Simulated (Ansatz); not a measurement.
Mulliken charges of C₂H₂BrFO (`F[C@@H]1O[C@H]1Br`) from r2SCAN/def2-TZVPP in Ansatz (PBE0-D4/def2-TZVP geometry).

| atom | x (Å) | y (Å) | z (Å) | charge (e) |
| --- | --- | --- | --- | --- |
| F1 | 0.771 | -1.487 | 0.877 | -0.195 |
| C2 | 0.040 | -0.381 | 0.664 | 0.242 |
| O3 | -1.038 | -0.542 | -0.198 | -0.271 |
| C4 | 0.044 | 0.235 | -0.646 | 0.123 |
| Br5 | -0.248 | 2.111 | -0.862 | -0.089 |
| H6 | -0.135 | 0.173 | 1.581 | 0.085 |
| H7 | 0.626 | -0.177 | -1.462 | 0.105 |

**Question.** By hand: the dipole of these point charges (1 e Å = 4.8032 D).

**Answer.** Σ q r = (0.222, 0.182, 0.021) e Å, of length 0.288 e Å = 1.38 D.

**Question.** How does the dipole of the full density compare? (Estimate.)

**Answer.** The calculation gave: (0.162, 0.057, 0.061) e Å, 0.88 D; the point charges give 1.57 times that, at 25° from its direction.

Point charges leave out the atoms' own dipoles, such as those of lone pairs, and Mulliken's split depends on the basis, so the two needn't agree.
